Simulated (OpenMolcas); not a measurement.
**GeH4O2 (SMILES [OH][GeH2][OH]): the vertical energy of the triplet above the singlet, rung by rung**

GeH4O2: 7 atoms, total charge 0, spin state singlet. SMILES: `[OH][GeH2][OH]`. The coordinates come from a PBE0-D4/def2-TZVP relaxation. This is one conformer, not always the lowest.

```csv
atom,x (Å),y (Å),z (Å)
O,-1.4913,-0.4160,-0.1739
Ge,0.0235,0.3770,0.3053
O,1.3474,-0.7989,0.4006
H,-1.6349,-0.4187,-1.1221
H,0.3634,1.4605,-0.7391
H,-0.1725,0.8631,1.7373
H,1.6256,-1.1352,-0.4538
```

Quantity: the vertical energy of the triplet above the singlet, in eV. The values are calculated.

```tsv
level	kind	program	value (eV)	CPU time (all runs)
HF/cc-pVDZ	Hartree–Fock	OpenMolcas	6.76	19 s
SVWN5/cc-pVDZ	LDA	OpenMolcas	6.51	2.6 min
BLYP/cc-pVDZ	GGA	OpenMolcas	6.42	2 min
revPBE/cc-pVDZ	GGA	OpenMolcas	6.51	1.9 min
M06-L/cc-pVDZ	meta-GGA	OpenMolcas	7.11	3.1 min
TPSS/cc-pVDZ	meta-GGA	OpenMolcas	6.62	2.9 min
B3LYP/cc-pVDZ	global hybrid	OpenMolcas	6.91	2.1 min
BHLYP/cc-pVDZ	global hybrid	OpenMolcas	7.16	1.9 min
```

All-electron rows without a relativistic Hamiltonian named are non-relativistic. The values span 6.42 to 7.16 eV. A triplet this far above the singlet is often a Rydberg-like or dissociative state; sets without diffuse functions put Rydberg states too high. Times are those of the runs behind each value, whatever else they computed, on shared processors of several kinds: orders of magnitude only.
